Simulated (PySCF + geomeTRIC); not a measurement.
Species: H$_{2}$Ga, SMILES `[GaH2]` (charge 0, multiplicity 2).

Problem. Give a relaxed geometry from PySCF + geomeTRIC with TPSSh-D3(BJ)/def2-TZVP.

Solution. the end point of this relaxation (outside a Z-matrix the atoms follow the SMILES, hydrogens last).
Cartesian coordinates (Å) in one orientation:
```xyz
3

Ga    -0.001     0.532     0.000
H     -1.379    -0.267     0.000
H      1.380    -0.264     0.000
```
